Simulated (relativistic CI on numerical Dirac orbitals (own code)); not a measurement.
**L2,3 absorption of manganese in several valence states**

Computed multiplet spectra 2p⁶3dⁿ → 2p⁵3dⁿ⁺¹ (Dirac-Coulomb-Breit ions, Slater integrals scaled by 0.7, an assumed crystal field that grows with the charge, no charge transfer; 300 K; Lorentzian 0.4 eV and Gaussian 0.3 eV FWHM at both edges, so that L2 comes out sharper than in experiment). Peaks over 5 % are given in eV from the highest peak in the L3 region of each spectrum (height, largest 100). S of the lowest state is read from ⟨S²⟩, and the branching ratio is the share of L3, cut at the minimum between the edges.

Field parameters in Wybourne normalisation: Oh B⁴₀ = 21Dq, B⁴₄ = √(5/14) B⁴₀. The field is a parameter set, without covalency.

- Mn²⁺ (d5, Oh, 10Dq = 11550 cm⁻¹): S = 2.50, high spin, branching ratio 0.75; peaks -1.5 (36), 0.0 (100), 1.1 (29), 2.8 (9), 9.3 (16), 10.9 (23), 11.9 (18)
- Mn³⁺ (d4, Oh, 10Dq = 14950 cm⁻¹): S = 1.99, high spin, branching ratio 0.66; peaks -1.9 (54), 0.0 (100), 1.0 (60), 6.8 (17), 8.1 (36), 10.2 (28), 11.1 (34), 12.1 (15)
- Mn⁴⁺ (d3, Oh, 10Dq = 18300 cm⁻¹): S = 1.50, branching ratio 0.60; peaks -1.6 (56), 0.0 (100), 1.0 (84), 3.1 (17), 4.5 (10), 9.0 (98), 10.2 (40), 11.4 (59)

What spin state follows for Mn⁵⁺ in Oh, 10Dq = 21700 cm⁻¹, and does its branching ratio lie nearer 2/3 or nearer 0.8?

Mn⁵⁺ (d2, Oh, 10Dq = 21700 cm⁻¹): S = 1.00, branching ratio 0.61; peaks -5.6 (6), -5.0 (7), -2.2 (30), 0.0 (100), 3.2 (14), 4.7 (23), 5.4 (18), 7.3 (21), 8.7 (57), 10.2 (53), 11.2 (55). High-spin states, above all those with an unquenched orbital moment, raise the ratio above the statistical 2/3; low spin and nearly empty shells keep it near or below 2/3.

The centroid of the whole edge, which also moves with the branching ratio, lies at 645.1 (Mn²⁺), 648.3 (Mn³⁺), 652.6 (Mn⁴⁺), 657.1 (Mn⁵⁺) eV in this ionic model, in steps of 3.2 to 4.5 eV. Compounds show about 1 to 2 eV a unit and lower energies for the high valences, since ligands screen the charge. The multiplet shape follows the d count and the spin state, and so serves as a fingerprint of valence.
